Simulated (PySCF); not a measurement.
A PySCF script (with the pyscf-properties extension) for the NMR shieldings of `C1C(N(CC=C)C)C1`, C7H13N, on a PBE0-D3(BJ)/def2-SVP geometry:

```python
import basis_set_exchange as bse
import numpy as np
from pyscf import gto, dft
from pyscf.prop import nmr

atoms = """
C     2.839944   -0.861242   -0.387979
C     1.840139   -0.122764   -0.868471
C     1.212091    1.033535   -0.155565
N    -0.233407    0.948720   -0.069108
C    -0.827589    2.207563    0.314098
C    -0.682379   -0.129561    0.753228
C    -2.053817   -0.682498    0.511984
C    -0.843239   -1.492858    0.155538
H     3.250093   -0.679451    0.610890
H     3.286120   -1.671845   -0.969862
H     1.440538   -0.328884   -1.868690
H     1.686001    1.155627    0.845478
H     1.448417    1.952312   -0.721866
H    -0.512677    2.553565    1.323964
H    -1.923401    2.117461    0.318927
H    -0.553111    2.991411   -0.408927
H    -0.350805   -0.098534    1.807309
H    -2.619397   -0.243236   -0.313757
H    -2.654304   -0.975275    1.376759
H    -0.581045   -2.358856    0.768044
H    -0.607223   -1.593390   -0.905109
"""
names = dict.fromkeys(["C", "N", "H"], "pcSseg-1")
basis = {el: gto.basis.parse(bse.get_basis(n, elements=[el], fmt="nwchem")) for el, n in names.items()}
mol = gto.M(atom=atoms, basis=basis, charge=0, verbose=0)
mf = dft.RKS(mol, xc="PBE0")
mf.grids.level = 2
mf.grids.alignment = dft.numint.BLKSIZE   # the property module wants whole blocks of grid points
mf.conv_tol = 1e-9
mf.kernel()

calc = nmr.RKS(mf)   # GIAO
C = mf.mo_coeff
Co = C[:, mf.mo_occ > 0]
resp = mf.gen_response(singlet=True, hermi=2)
def vind(x):   # induced exchange potential for any number of trial vectors
    d = np.einsum("pi,xij,qj->xpq", C, 2 * x.reshape(-1, C.shape[1], Co.shape[1]), Co, optimize=True)
    return np.einsum("xpq,pi,qj->xij", resp(d - d.transpose(0, 2, 1)), C, Co, optimize=True).ravel()
mo1, _ = nmr.rhf.solve_mo1(calc, with_cphf=vind)
sigma = calc.kernel(mo1)
for i, s in enumerate(sigma):   # ppm
    w = np.linalg.eigvalsh((s + s.T) / 2)
    print("%2d %-2s iso %8.1f  s11 %8.1f  s22 %8.1f  s33 %8.1f" % (i, mol.atom_pure_symbol(i), w.mean(), *w))
```

Q: What are the results?

A: 
```
 0 C  iso     61.4  s11    -54.0  s22     80.9  s33    157.2
 1 C  iso     35.2  s11    -87.9  s22     41.7  s33    151.7
 2 C  iso    119.2  s11     94.1  s22    111.6  s33    151.9
 3 N  iso    203.7  s11    180.6  s22    194.7  s33    235.6
 4 C  iso    138.7  s11    113.0  s22    119.0  s33    184.2
 5 C  iso    147.4  s11    116.2  s22    118.4  s33    207.8
 6 C  iso    177.9  s11    146.2  s22    174.2  s33    213.4
 7 C  iso    171.2  s11    141.5  s22    169.1  s33    203.1
 8 H  iso     25.8  s11     22.1  s22     25.3  s33     29.9
 9 H  iso     26.0  s11     22.7  s22     25.1  s33     30.3
10 H  iso     25.2  s11     22.0  s22     25.1  s33     28.4
11 H  iso     28.6  s11     25.0  s22     27.8  s33     33.1
12 H  iso     28.1  s11     23.4  s22     27.6  s33     33.2
13 H  iso     29.3  s11     25.9  s22     26.3  s33     35.6
14 H  iso     28.8  s11     23.7  s22     27.7  s33     34.8
15 H  iso     29.1  s11     24.7  s22     26.3  s33     36.2
16 H  iso     30.2  s11     24.8  s22     28.5  s33     37.5
17 H  iso     31.0  s11     26.0  s22     28.2  s33     38.9
18 H  iso     31.0  s11     25.2  s22     26.5  s33     41.2
19 H  iso     30.8  s11     25.8  s22     26.3  s33     40.3
20 H  iso     30.8  s11     26.4  s22     28.3  s33     37.8
```

These numbers come from an equivalent density-fitted implementation of the same equations, which agrees with the script to about 0.01 ppm for H and up to a few tenths of a ppm for heavy atoms, so last digits may differ.

Q: Turn these shieldings into chemical shifts. References, each an isolated molecule treated in the same way: TMS for ¹³C (184.41 ppm) and ¹H (31.27 ppm); NH3 for ¹⁵N (265.67 ppm).

A: Averaging equivalent atoms: C 1: 149.2; C 0: 123.0; C 2: 65.2; C 4: 45.7; C 5: 37.0; C 6/7: 9.8; N 3: 62.0; H 10: 6.11; H 8: 5.48; H 9: 5.24; H 11/12: 2.92; H 13/14/15: 2.23; H 16: 1.03; H 18/19: 0.37; H 17/20: 0.34 ppm. Experimental scales use liquid or dissolved standards, which lie at an offset from isolated NH3 (liquid NH3: subtract about 20 ppm).

Size and cost of the density-fitted run: 201 basis functions, 58 s wall time on 1 thread of an Arm Neoverse N1, shared host.
